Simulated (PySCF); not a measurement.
# Interval between two levels of Ca by level of theory

Ca [Ar] 4s2 → Ca [Ar] 3d1 4s1 [3D3, M_J = 3], as a difference of total energies. All numbers are calculated (PySCF 2.14, the two-component X2C-1e Hamiltonian, in x2c-TZVPall-2c with one added diffuse shell each of s, p, d type (7s8p4d, 51 functions)). Correlated levels: [Ne] frozen; the 6 highest virtual spinors dropped. "Screened" scales the spin-orbit matrix elements by Boettger's factors to mimic the two-electron term; Breit and QED terms are absent.

| method | interval between two levels (cm⁻¹) |
| --- | --- |
| GHF (spin-free) | 19718 |
| GMP2 (spin-free) | 25462 |
| GHF (screened spin-orbit) | 19720 |
| GMP2 (screened spin-orbit) | 25471 |

Errors of the correlated levels include the incompleteness of this basis and the frozen core.

The labels give the starting determinants; with spin-orbit coupling the two ends relaxed to ⟨J²⟩ = 0.00, ⟨L²⟩ = 0.00, ⟨S²⟩ = 0.00 and ⟨J²⟩ = 12.00, ⟨L²⟩ = 6.00, ⟨S²⟩ = 2.00.

For comparison: 20371 cm⁻¹ (measured; NIST Handbook of Basic Atomic Spectroscopic Data (Sansonetti and Martin, J. Phys. Chem. Ref. Data 34, 1559 (2005))).
